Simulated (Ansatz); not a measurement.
One change: `CS[SiH2]O` becomes `CS[SiH](O)F`.

Ansatz, PBE0-D4/def2-TZVP geometries, multiplicity 1. Each molecule was computed in one conformer, which needn't be the lowest.

| property | `CS[SiH2]O` |
| --- | --- |
| HOMO–LUMO gap (PBE0/def2-TZVPP) / eV | 7.33 |
| HOMO–LUMO gap (PBE/def2-TZVPP) / eV | 5.23 |
| LUMO energy (B3LYP/def2-TZVPP) / eV | -0.02 |
| size of the dipole moment (B3LYP/def2-TZVPP) / D | 1.11 |
| HOMO–LUMO gap (ωB97M-V/def2-TZVPP) / eV | 11.17 |
| HOMO energy (PBE0/def2-TZVPP) / eV | -7.08 |

Question: Give the same properties after the change, and the shifts. (Estimate.)

Answer: Ansatz gave: 
| property | `CS[SiH](O)F` | shift |
| --- | --- | --- |
| HOMO–LUMO gap (PBE0/def2-TZVPP) / eV | 7.24 | -0.09 |
| HOMO–LUMO gap (PBE/def2-TZVPP) / eV | 5.08 | -0.15 |
| LUMO energy (B3LYP/def2-TZVPP) / eV | -0.31 | -0.29 |
| size of the dipole moment (B3LYP/def2-TZVPP) / D | 1.29 | 0.18 |
| HOMO–LUMO gap (ωB97M-V/def2-TZVPP) / eV | 11.22 | 0.05 |
| HOMO energy (PBE0/def2-TZVPP) / eV | -7.29 | -0.21 |

With PBE0 the HOMO falls by 0.21 eV and the LUMO falls by 0.30 eV, so the gap narrows by about 0.09 eV. PBE moves the HOMO by -0.18 eV and ωB97M-V by -0.21 eV. Dipoles are sizes alone; their direction can turn.

B3LYP here is the variant with VWN-RPA as its local correlation; programs differ in this.
